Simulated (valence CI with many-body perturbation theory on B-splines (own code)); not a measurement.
Au66+: electric-dipole lines

Level of theory: valence CI with perturbative core correlation (CI+MBPT): three valence electrons over a frozen Dirac-Fock core [Ne], radial functions for each j: 11 s, 11 p, 9 d, 7 f, 5 g, 2 h, 1 i, with the one-electron correlation potential Σ1 (screened to all orders), the two-electron term Σ2, the three-electron term Σ3, Breit, model QED; selected single and double excitations, second order for the rest (own B-spline code, finite nucleus).

The last digits are not significant, and no measured levels were compared; by estimate large intervals hold to a few tenths of a per cent, small ones and those within an open d or f shell to about a per cent.

Lines 151 to 200 of 275 in falling wavelength, among levels below 1825.8 eV, chosen from the strongest by gf and those to the six lowest levels. Wavelengths and rates use the calculated energies. Electric multipoles are in the length gauge, E1 and E2 with the static RPA response of the core. Weak lines are less certain than strong ones. Lines between different terms over intervals too small for the method are left out, as are lines whose strength nearly cancels. The highest levels of a list are the least certain.

Levels are named by their leading jj configuration (3d3/2^4 stands for four electrons in 3d with j = 3/2), which in mixed levels can hold well under half, so a name can repeat and another be missing. Letters in brackets count levels of one name in rising energy.

```
λ vac (Å)                          Upper                       Lower   A (s⁻¹)  S (a.u.)
    17.49     (3s 3p3/2 3d5/2) J=3/2 [b]          (3s^2 3d5/2) J=5/2  4.49e+12  4.74e-02
    17.45     (3s 3p3/2 3d3/2) J=5/2 [a]  (3s 3p1/2 3p3/2) J=3/2 [b]  6.36e+11  1.00e-02
    17.45  (3p1/2 3p3/2 3d3/2) J=3/2 [a]  (3s 3p1/2 3d3/2) J=3/2 [a]  1.62e+12  1.69e-02
    17.43     (3s 3p3/2 3d5/2) J=5/2 [b]          (3s^2 3d5/2) J=5/2  4.01e+12  6.30e-02
    17.42             (3s 3p3/2^2) J=3/2          (3s^2 3p3/2) J=3/2  7.17e+12  7.49e-02
    17.38     (3s 3d3/2 3d5/2) J=5/2 [a]      (3s 3p1/2 3d5/2) J=3/2  2.21e+11  3.44e-03
    17.37  (3p1/2 3p3/2 3d3/2) J=1/2 [a]  (3s 3p1/2 3d3/2) J=3/2 [a]  1.77e+12  9.15e-03
    17.37          (3p1/2 3p3/2^2) J=5/2  (3s 3p1/2 3p3/2) J=3/2 [a]  2.00e+11  3.10e-03
    17.36  (3p1/2 3p3/2 3d5/2) J=7/2 [b]  (3s 3p1/2 3d5/2) J=5/2 [a]  4.40e+11  9.09e-03
    17.30  (3p1/2 3p3/2 3d5/2) J=5/2 [b]  (3s 3p1/2 3d5/2) J=5/2 [a]  1.45e+12  2.22e-02
    17.28     (3s 3d3/2 3d5/2) J=7/2 [a]  (3s 3p1/2 3d5/2) J=5/2 [b]  3.52e+11  7.18e-03
    17.27             (3s 3d3/2^2) J=3/2      (3s 3p1/2 3d3/2) J=1/2  3.50e+12  3.56e-02
    17.24  (3p1/2 3p3/2 3d3/2) J=5/2 [b]      (3s 3p1/2 3d3/2) J=5/2  7.69e+11  1.17e-02
    17.22          (3p1/2 3p3/2^2) J=3/2  (3s 3p1/2 3p3/2) J=3/2 [a]  2.22e+12  2.24e-02
    17.11             (3s 3d3/2^2) J=5/2  (3s 3p1/2 3d3/2) J=3/2 [c]  5.24e+12  7.77e-02
    17.06     (3s 3p3/2 3d3/2) J=3/2 [a]      (3s 3p1/2 3p3/2) J=5/2  3.73e+11  3.66e-03
    17.02     (3s 3d3/2 3d5/2) J=7/2 [a]      (3s 3p1/2 3d5/2) J=7/2  2.74e+12  5.34e-02
    17.01     (3s 3d3/2 3d5/2) J=5/2 [a]      (3s 3p1/2 3d5/2) J=7/2  5.82e+11  8.48e-03
    16.99  (3p1/2 3p3/2 3d3/2) J=3/2 [b]  (3s 3p1/2 3d3/2) J=3/2 [b]  1.04e+12  1.00e-02
    16.96  (3p1/2 3p3/2 3d3/2) J=5/2 [b]  (3s 3p1/2 3d3/2) J=3/2 [b]  1.59e+12  2.29e-02
    16.93     (3s 3p3/2 3d3/2) J=3/2 [b]      (3s 3p1/2 3p3/2) J=1/2  2.23e+12  2.14e-02
    16.93  (3p1/2 3p3/2 3d5/2) J=3/2 [b]  (3s 3p1/2 3d5/2) J=5/2 [a]  6.53e+11  6.25e-03
    16.93     (3s 3p3/2 3d3/2) J=5/2 [a]      (3s 3p1/2 3p3/2) J=5/2  3.55e+12  5.10e-02
    16.88         (3s 3p3/2 3d3/2) J=7/2      (3s 3p1/2 3p3/2) J=5/2  2.77e+12  5.27e-02
    16.87  (3p1/2 3p3/2 3d3/2) J=1/2 [b]  (3s 3p1/2 3d3/2) J=3/2 [b]  1.58e+12  7.47e-03
    16.81          (3p1/2^2 3d5/2) J=5/2          (3s^2 3p3/2) J=3/2  2.96e+08  4.17e-06
    16.80     (3s 3d3/2 3d5/2) J=5/2 [b]      (3s 3p1/2 3d5/2) J=3/2  1.72e+12  2.42e-02
    16.79          (3p1/2 3p3/2^2) J=1/2  (3s 3p1/2 3p3/2) J=3/2 [a]  7.57e+11  3.54e-03
    16.71         (3s 3p1/2 3d3/2) J=1/2          (3s 3p1/2^2) J=1/2  3.93e+12  1.81e-02
    16.69     (3s 3d3/2 3d5/2) J=5/2 [b]  (3s 3p1/2 3d5/2) J=5/2 [b]  2.66e+12  3.66e-02
    16.68     (3s 3d3/2 3d5/2) J=7/2 [b]  (3s 3p1/2 3d5/2) J=5/2 [b]  2.90e+12  5.32e-02
    16.67     (3s 3p3/2 3d3/2) J=3/2 [b]  (3s 3p1/2 3p3/2) J=3/2 [b]  3.45e+12  3.15e-02
    16.67  (3p1/2 3p3/2 3d3/2) J=3/2 [b]  (3s 3p1/2 3d3/2) J=3/2 [a]  3.91e+12  3.58e-02
    16.66     (3s 3d3/2 3d5/2) J=3/2 [b]      (3s 3p1/2 3d5/2) J=3/2  3.19e+12  2.91e-02
    16.65     (3s 3d3/2 3d5/2) J=7/2 [a]  (3s 3p1/2 3d5/2) J=5/2 [a]  1.05e+12  1.92e-02
    16.64  (3p1/2 3p3/2 3d3/2) J=5/2 [b]  (3s 3p1/2 3d3/2) J=3/2 [a]  3.34e+11  4.56e-03
    16.64     (3s 3d3/2 3d5/2) J=5/2 [a]  (3s 3p1/2 3d5/2) J=5/2 [a]  2.24e+12  3.06e-02
    16.63             (3s 3d3/2^2) J=1/2  (3s 3p1/2 3d3/2) J=3/2 [c]  4.86e+12  2.21e-02
    16.62         (3s 3d3/2 3d5/2) J=9/2      (3s 3p1/2 3d5/2) J=7/2  3.98e+12  9.03e-02
    16.61     (3s 3p3/2 3d3/2) J=3/2 [a]  (3s 3p1/2 3p3/2) J=3/2 [a]  3.47e+12  3.14e-02
    16.56     (3s 3p3/2 3d3/2) J=1/2 [a]  (3s 3p1/2 3p3/2) J=3/2 [a]  2.16e+12  9.68e-03
    16.55  (3p1/2 3p3/2 3d3/2) J=1/2 [b]  (3s 3p1/2 3d3/2) J=3/2 [a]  1.49e+12  6.66e-03
    16.55     (3s 3d3/2 3d5/2) J=3/2 [b]  (3s 3p1/2 3d5/2) J=5/2 [b]  1.39e+12  1.25e-02
    16.52     (3s 3p1/2 3d3/2) J=3/2 [c]          (3s 3p1/2^2) J=1/2  6.06e+12  5.39e-02
    16.49     (3s 3p3/2 3d3/2) J=1/2 [b]      (3s 3p1/2 3p3/2) J=1/2  4.05e+12  1.79e-02
    16.49     (3s 3d3/2 3d5/2) J=3/2 [a]  (3s 3p1/2 3d5/2) J=5/2 [a]  2.74e+12  2.43e-02
    16.48     (3s 3p3/2 3d3/2) J=5/2 [a]  (3s 3p1/2 3p3/2) J=3/2 [a]  1.10e+12  1.46e-02
    16.47             (3s^2 3d3/2) J=3/2          (3s^2 3p1/2) J=1/2  6.48e+12  5.72e-02
    16.45     (3s 3d3/2 3d5/2) J=5/2 [b]      (3s 3p1/2 3d5/2) J=7/2  2.87e+11  3.79e-03
    16.44             (3s 3d3/2^2) J=1/2      (3s 3p1/2 3d3/2) J=1/2  3.73e+12  1.63e-02
```
